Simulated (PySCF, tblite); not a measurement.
C7H13N.
Cartesian coordinates in Å at the GFN2-xTB level; atoms count from 1:
```xyz
21
C7H13N angstrom
C     -1.8881    0.6904    0.6181
C     -1.9425   -0.7525    0.0903
C     -0.8251   -0.8018   -0.9730
N      0.1289    0.2389   -0.6227
C      1.0991   -0.1870    0.3434
C      2.3272   -0.8707   -0.1757
C      2.4160    0.5282    0.3543
C     -0.7106    1.3298   -0.1518
H     -1.6961    0.7074    1.6908
H     -2.8160    1.2288    0.4341
H     -1.7365   -1.4675    0.8873
H     -2.9110   -0.9987   -0.3408
H     -0.3316   -1.7712   -1.0300
H     -1.2343   -0.5567   -1.9575
H      0.7144   -0.5269    1.3076
H      2.7544   -1.6753    0.4036
H      2.4021   -1.0028   -1.2435
H      2.5512    1.3234   -0.3615
H      2.9042    0.6954    1.3026
H     -0.1306    2.0238    0.4554
H     -1.0840    1.8620   -1.0316
```

The calculation used PBE0/pcSseg-1 in PySCF (dipole) on a GFN2-xTB geometry, gas phase.

Take the most abundant isotopes and a rigid rotor. The values belong to one conformer with, in the numbering `[CH2:1]1[CH2:2][CH2:3][N:4]([CH:5]2[CH2:6][CH2:7]2)[CH2:8]1`, C3–N4–C5–C6 86°, C8–C1–C2–C3 -2°, C1–C2–C3–N4 24°, C2–C3–N4–C5 85°, N4–C5–C6–C7 107°.

Task: What are A, B and C (cm⁻¹)?

Result: Ia = 116.79, Ib = 341.09, Ic = 389.72 u·Å²; 505379 MHz·u·Å²/I gives 4327, 1482 and 1297 MHz, that is A = 0.14434, B = 0.04942, C = 0.04326 cm⁻¹.

Task: Classify the top.

Result: An asymmetric top; Ray's κ = -0.878.

Task: Is it planar, by Δ = Ic − Ia − Ib?

Result: Not planar: Δ = Ic − Ia − Ib = -68.15 u·Å². For a rigid frame Δ = −2 Σ m c², so Σ m c² = 34.08 u·Å² lies off the ab plane: 14.44 from hydrogen and 19.63 from heavier atoms. The atom farthest from that plane is 1.53 Å away.

Task: Give the other two planar moments, Paa and Pbb, and the rms extents of the mass along the axes.

Result: Paa = Σ m a² = (Ib + Ic − Ia)/2 = 307.01 and Pbb = Σ m b² = (Ia + Ic − Ib)/2 = 82.71 u·Å². With the mass M = 111.10 u, the rms extents √(P/M) along a, b and c are 1.66, 0.86, 0.55 Å.

Task: Predict some low-J microwave lines.

Result: The dipole components are |μa| = 0.54 D, |μb| = 0.01 D, |μc| = 0.73 D. The squared components, which scale the intensities, stand as 0.56 : 0.00 : 1.00 (a : b : c). Some lines, for components of 0.1 D or more:

| type | branch | J(Ka,Kc) | MHz | lower level (cm⁻¹) |
| --- | --- | --- | --- | --- |
| a | Q | 4(1,3) ← 4(1,4) | 1847 | 0.993 |
| c | Q | 4(1,4) ← 4(0,4) | 2121 | 0.922 |
| c | Q | 3(1,3) ← 3(0,3) | 2422 | 0.555 |
| c | Q | 2(1,2) ← 2(0,2) | 2669 | 0.278 |
| a | R | 1(0,1) ← 0(0,0) | 2778 | 0.000 |
| a | R | 2(1,2) ← 1(1,1) | 5372 | 0.188 |
| a | R | 2(1,1) ← 1(1,0) | 5742 | 0.194 |
| c | R | 1(1,0) ← 0(0,0) | 5809 | 0.000 |
| c | Q | 4(2,3) ← 4(1,3) | 7907 | 1.055 |
| a | R | 3(1,3) ← 2(1,2) | 8053 | 0.367 |
| a | R | 3(0,3) ← 2(0,2) | 8301 | 0.278 |
| a | R | 3(2,2) ← 2(2,1) | 8335 | 0.670 |
| a | R | 3(2,1) ← 2(2,0) | 8370 | 0.670 |
| c | Q | 2(2,1) ← 2(1,1) | 8537 | 0.385 |
| a | R | 3(1,2) ← 2(1,1) | 8607 | 0.385 |
| c | R | 2(1,1) ← 1(0,1) | 8772 | 0.093 |
| a | R | 4(1,4) ← 3(1,3) | 10727 | 0.635 |
| a | R | 4(0,4) ← 3(0,3) | 11028 | 0.555 |
| a | R | 4(3,1) ← 3(3,0) | 11132 | 1.438 |
| a | R | 4(2,2) ← 3(2,1) | 11193 | 0.950 |
| c | Q | 3(3,1) ← 3(2,1) | 14652 | 0.950 |
| c | R | 4(1,3) ← 3(0,3) | 14996 | 0.555 |
| c | R | 3(3,0) ← 2(2,0) | 23023 | 0.670 |
| c | R | 3(3,1) ← 2(2,1) | 23031 | 0.670 |
| c | R | 4(3,2) ← 3(2,2) | 25826 | 0.948 |
| c | R | 4(4,0) ← 3(3,0) | 31682 | 1.438 |

Its GFN2-xTB frequencies are all real (lowest 66 cm⁻¹). These are rigid-rotor constants of the computed structure; measured ground-state constants (B0) also hold zero-point vibration. Quadrupole hyperfine structure (14N) is left out.
